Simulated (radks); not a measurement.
The numbers below are computed, except where a source is named.
Tl LVII, 25 electrons, occupied as [Ar] 3d7.

Code: a radial shooting solver on a logarithmic mesh with Libxc functionals. Model: scalar-relativistic Kohn-Sham, PBE, spin-unpolarised, spherical densities, finite nucleus; Fermi nuclear charge, rms radius 5.4759 fm.

Energy parts (hartree):
part                       energy
total                 -17455.9500
kinetic                19948.1512
electron-nucleus      -39762.1595
Hartree                 2602.6437
exchange-correlation    -244.5854

Orbitals (lengths in bohr, moments of r in powers of bohr; <r^-3> diverges for s and p1/2):
orbital	occ.	eigenvalue (hartree)	<r^-3>
1s	2	-3276.563	-
2s	2	-688.6009	-
2p	6	-610.8614	28380
3s	2	-251.7261	-
3p	6	-229.0796	7143
3d	7	-207.6584	888.2
4s	0	-127.7507	-
4p	0	-118.9147	2629
4d	0	-110.3468	327.6
4f	0	-103.4533	87.69

The highest occupied level is 3d at -5650.7 eV. The electron density at the nucleus is 2.705e+06 e/bohr^3 (large components only). For comparison, the ionisation energy in NIST's Atomic Spectra Database is 5674 eV (theoretical). In exact Kohn-Sham theory the highest level is minus the ionisation energy, but local and semilocal functionals leave it too shallow, through self-interaction and a potential that decays too fast; potentials with the right tail come closer.

Beside tabulated values, note that spin-unpolarised runs miss the spin-polarisation part of the exchange energy of open shells, and scalar-relativistic runs lack spin-orbit coupling.
